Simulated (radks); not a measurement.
The numbers below are computed, except where a source is named.
Removal energies from the copper ion Cu+, [Ar] 3d10, by Delta-SCF beside the eigenvalue of the level emptied. Code: a radial shooting solver on a logarithmic mesh with Libxc functionals. Model: scalar-relativistic Kohn-Sham, LDA (Slater exchange, Perdew-Wang correlation), spin-polarised, spherical densities, finite nucleus; Fermi nuclear charge, rms radius of each element as measured or else 0.836 A^(1/3) + 0.57 fm. Open shells are filled with parallel spins first.

removed from        final configuration  Delta-SCF (eV)  -eigenvalue (eV)
3d                             [Ar] 3d9          21.439            14.007
3p                    [Ne] 3s2 3p5 3d10          89.027            80.748
3s                    [Ne] 3s1 3p6 3d10          131.24            122.84
2p            [He] 2s2 2p5 3s2 3p6 3d10          952.69            924.88
